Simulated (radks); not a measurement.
Values are calculated unless marked as measured or tabulated.
Pb, configuration [Hg] 6p2 (the NIST ground configuration).

Level of theory: scalar-relativistic Kohn-Sham, r2SCAN, spin-polarised, spherical densities, finite nucleus; open shells are filled with parallel spins first (spin-orbit coupling, left out, can overturn this in heavy ions); meta-GGA in the generalised Kohn-Sham scheme; Fermi nuclear charge, rms radius 5.5012 fm (a radial shooting solver on a logarithmic mesh with Libxc functionals).

Energy parts (eV):
total: -568133.87
kinetic: 641725.07
electron-nucleus: -1418135.07
Hartree: 218807.20
exchange-correlation: -10531.06

Orbitals (lengths in bohr, moments of r in powers of bohr; <r^-3> diverges for s and p1/2):
orbital,occ.,eigenvalue (eV),<r^4>,<r^2>,<r^-3>
1s up,1,-88182.22,3.540e-07,0.0003575,-
1s down,1,-88182.19,3.540e-07,0.0003575,-
2s down,1,-15802.99,0.00005106,0.005421,-
2s up,1,-15802.98,0.00005106,0.005421,-
2p up,3,-13556.51,0.00004241,0.004619,29570
2p down,3,-13556.49,0.00004241,0.004619,29570
3s up,1,-3805.375,0.001827,0.03481,-
3s down,1,-3805.368,0.001827,0.03481,-
3p up,3,-3158.436,0.002042,0.03609,6876
3p down,3,-3158.424,0.002042,0.03609,6876
3d up,5,-2496.170,0.001572,0.02995,832.2
3d down,5,-2496.161,0.001572,0.02995,832.2
4s up,1,-868.5156,0.03988,0.1665,-
4s down,1,-868.4944,0.03987,0.1665,-
4p up,3,-655.5970,0.05350,0.1906,1686
4p down,3,-655.5750,0.05350,0.1905,1686
4d up,5,-407.5694,0.07218,0.2142,180.9
4d down,5,-407.5439,0.07217,0.2141,180.9
5s up,1,-146.7828,0.9732,0.8218,-
5s down,1,-146.7131,0.9748,0.8225,-
4f up,7,-134.2601,0.1194,0.2468,36.63
4f down,7,-134.2292,0.1194,0.2468,36.64
5p up,3,-87.9037,1.746,1.081,309.5
5p down,3,-87.8738,1.742,1.081,309.1
5d up,5,-21.7244,7.221,2.007,21.08
5d down,5,-21.5729,6.667,1.957,21.33
6s up,1,-12.9353,63.90,6.330,-
6s down,1,-11.4669,54.41,5.880,-
6p up,2,-4.1842,264.4,12.45,20.40
6p down,0,-2.0347,229.4,11.47,23.55

The highest occupied level is 6p up at -4.184 eV. The density falls to 0.001 e/bohr^3 at r = 4.73 bohr. The electron density at the nucleus is 2.954e+06 e/bohr^3 (large components only). The spin density at the nucleus is -25.21 e/bohr^3 (1s -0.70, 2s 0.32, 3s 0.37, 4s 0.27, 5s 2.00, 6s -27.46).
